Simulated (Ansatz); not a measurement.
```yaml
crystal:
  periodic: [false, false, false]
  atoms:
    - {symbol: Ru, position_ang: [0.146152, 0.109003, -0.572372]}
    - {symbol: Ru, position_ang: [0.826934, -0.210248, 0.821712]}
    - {symbol: Ru, position_ang: [-0.540335, -0.868434, 0.219337]}
    - {symbol: H, position_ang: [-0.411872, 0.831147, -0.351290]}
basis:
  gaussian: {orbitals: def2-SVPD}
magnetization: {spin_polarized: true, initial_magnetization: 1}
hamiltonian: {xc: {name: revPBE0}, dispersion: d3bj}
scf: {omitted_lower_state_checks: [starts]}
```

```sh
$ ansatz run in.yaml --threads 4 --pin off --events-out ev --progress --plain --max-ram 3916MiB
```

Shortened log:

```
Functional definition: revPBE0
1084 factors; their error is unknown
mean field evaluation 1: about -7659.6438 eV, gradient 9.5e1 eV
mean field evaluation 2: about -7299.9256 eV, gradient 3.0e2 eV
mean field evaluation 4: about -7638.7156 eV, gradient 1.2e2 eV
mean field evaluation 8: about -7690.3711 eV, gradient 3.3e0 eV
mean field evaluation 16: about -7690.6099 eV, gradient 1.5e-1 eV
mean field -7690.79663561 eV, -282.6315633493 hartree, gradient 7.1e-6 eV, S^2 1.655766; 0 other end points of the search recorded, 0 dependent functions left out
reference -7690.79666617 eV, -282.6315644725 hartree; 25, 24 occupied and 85, 86 virtual orbitals, 1084 factors
Total energy: -7691.17191728 eV, -282.6453546963 hartree
Checks for a lower state left out: starts
```

In this input the geometry is squeezed to about two thirds of its size. Self-consistency was reached. The result belongs to that input, not to the species as meant.

In the def2 sets Ru takes a core potential; there is no spin–orbit coupling. The charge 0 doublet is spin-contaminated (final ⟨S²⟩ up to 1.66, 0.75 for a pure state).
